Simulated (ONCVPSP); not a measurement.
Pseudopotential generation for zinc (Zn): ONCV, PW91, scalar-relativistic.

Zn (Z = 30), optimised norm-conserving Vanderbilt (ONCV), made with ONCVPSP 4.0.1 (PW91, scalar-relativistic). Core [Ne], reference 3s2 3p6 3d10 4s1.5 4p0.5. Waves: 3s+4s: rc 0.90 bohr, ncon 4, nbas 7, qcut 15.3 1/bohr, 2 projectors; 3p+4p: rc 1.00 bohr, ncon 4, nbas 9, qcut 17.5 1/bohr, 2 projectors; 3d: rc 1.05 bohr, ncon 4, nbas 8, qcut 16.6 1/bohr, 2 projectors, debl 0.9 Ha. Local part: polynomial inside 0.90 bohr (lpopt 4, dvloc0 4 Ha). Core correction: Teter function fitted to the true core (icmod 2), fcfact 0.35.

What the tests gave:

* Cutoffs needed: 99 Ha and 112 Ha (the cutoffs (Ha) at which the residual kinetic energy of the hardest occupied pseudo-wave falls to 1 and 0.1 mHa per electron)
* Ghost test: no bound ghost flagged; no localised positive-energy state flagged
* Configuration tests: 1 of 4 tests not solved or not reliable
* rms error of d²Exc/dni dnj: 1.43 mHa without and 1.15 mHa with the model core

Generation and tests took about 5.8 s on one core of a shared server CPU.
